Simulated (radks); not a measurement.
Initial-state core-level shifts of neutral thallium when its valence configuration changes from [Hg] 6p1. All-electron calculation, scalar-relativistic Kohn-Sham, BLYP, spin-polarised, spherical densities, point nucleus; open shells are filled with parallel spins first (spin-orbit coupling, left out, can overturn this in heavy ions). Program: a radial shooting solver on a logarithmic mesh with Libxc functionals. Shifts are changes of the shell-averaged eigenvalues in eV (positive: less bound).

valence                          1s       2s       4d       5s
[Xe] 4f14 5d10 6s1 6p2       -1.694   -1.660   -1.682   -1.690
[Xe] 4f14 5d9 6s2 6p2        -5.550   -5.696   -5.575   -5.294
[Xe] 4f14 5d10 6s0.5 6p2.5   -2.598   -2.546   -2.576   -2.585
[Xe] 4f13 5d10 6s1.5 6p2.5  -20.040  -21.445  -19.438  -10.540
[Xe] 4f14 5d9 6p4            -9.026   -9.110   -9.018   -8.716
[Xe] 4f13 5d10 6s2 6p2      -19.265  -20.685  -18.668   -9.771
[Xe] 4f13.5 5d10 6s2 6p1.5   -9.538  -10.234   -9.270   -4.872
[Xe] 4f14 5d9 6s1 6p3        -7.017   -7.137   -7.036   -6.751
[Xe] 4f14 5d9 6s1.5 6p2.5    -6.311   -6.443   -6.331   -6.048
